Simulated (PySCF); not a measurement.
Species: C₅H₆F₂O.
SMILES: `C=C1C[C@@H]1OC(F)F`

Level: wB97X-D/def2-SVPD in PySCF, non-relativistic, on one gas-phase PBE0-D3(BJ)/def2-SVP geometry that isn't relaxed in the solvent. The solvent is an IEF-PCM continuum (Bondi radii, 1.10 Å for H, scaled by 1.2), and excitations are vertical TDDFT with non-equilibrium linear response and a frozen core. Only the electrostatic response of the medium enters.

Gas-phase singlets (H = HOMO, L = LUMO):

```csv
state,E (eV),λ (nm),f,leading configurations
S1,6.226,199,0.001,H-1→L 92%
S2,7.059,176,0.275,"H→L 70%, H-2→L 24%"
S3,7.321,169,0.144,"H-2→L 67%, H→L 24%"
S4,7.962,156,0.037,"H→L+1 76%, H→L+3 10%"
S5,8.408,147,0.024,"H-1→L+1 68%, H-3→L 12%"
```

Q: Give the list for benzene (ε = 2.271), n² = 2.25.

A: 
```csv
state,E (eV),λ (nm),f,leading configurations,change by rank (eV)
S1,6.216,199,0.001,H-1→L 93%,-0.010
S2,6.911,179,0.472,"H→L 87%, H-2→L 8%",-0.148
S3,7.269,171,0.084,H-2→L 85%,-0.052
S4,7.930,156,0.052,"H→L+1 75%, H→L+3 9%",-0.032
S5,8.459,147,0.034,"H-1→L+1 70%, H-3→L 10%",+0.051
```

Q: What are the lowest 5 singlets in acetone (ε = 20.49)?

A: 
```json
{"state": "S1", "E (eV)": "6.211", "λ (nm)": "200", "f": "0.000", "leading configurations": "H-1→L 94%", "change by rank (eV)": "-0.015"}
{"state": "S2", "E (eV)": "6.966", "λ (nm)": "178", "f": "0.410", "leading configurations": "H→L 81%, H-2→L 14%", "change by rank (eV)": "-0.093"}
{"state": "S3", "E (eV)": "7.266", "λ (nm)": "171", "f": "0.121", "leading configurations": "H-2→L 80%, H→L 14%", "change by rank (eV)": "-0.055"}
{"state": "S4", "E (eV)": "7.952", "λ (nm)": "156", "f": "0.055", "leading configurations": "H→L+1 71%, H→L+2 14%, H→L+3 9%", "change by rank (eV)": "-0.010"}
{"state": "S5", "E (eV)": "8.516", "λ (nm)": "146", "f": "0.031", "leading configurations": "H-1→L+1 74%", "change by rank (eV)": "+0.108"}
```

Q: How do the frontier levels move from gas to acetone?

A: 
```json
{"orbital": "LUMO+2", "gas (eV)": "2.76", "solvent (eV)": "3.02", "change (eV)": "+0.26"}
{"orbital": "LUMO+1", "gas (eV)": "2.43", "solvent (eV)": "2.56", "change (eV)": "+0.13"}
{"orbital": "LUMO", "gas (eV)": "1.22", "solvent (eV)": "1.41", "change (eV)": "+0.19"}
{"orbital": "HOMO", "gas (eV)": "-9.80", "solvent (eV)": "-9.67", "change (eV)": "+0.13"}
{"orbital": "HOMO-1", "gas (eV)": "-10.16", "solvent (eV)": "-10.01", "change (eV)": "+0.15"}
{"orbital": "HOMO-2", "gas (eV)": "-11.12", "solvent (eV)": "-10.94", "change (eV)": "+0.18"}
{"orbital": "HOMO-3", "gas (eV)": "-12.05", "solvent (eV)": "-11.98", "change (eV)": "+0.07"}
```

The HOMO–LUMO gap goes from 11.02 to 11.08 eV. Rows go by rank; for LUMO+1 and LUMO+2 the atom shares or the degeneracy differ between the runs, so the row needn't follow one orbital.

Conformer computed: `[CH2:1]=[C:2]1[CH2:3][C@@H:4]1[O:5][CH:6]([F:7])[F:8]`: C3–C4–O5–C6 -149°, C4–O5–C6–F7 78°.
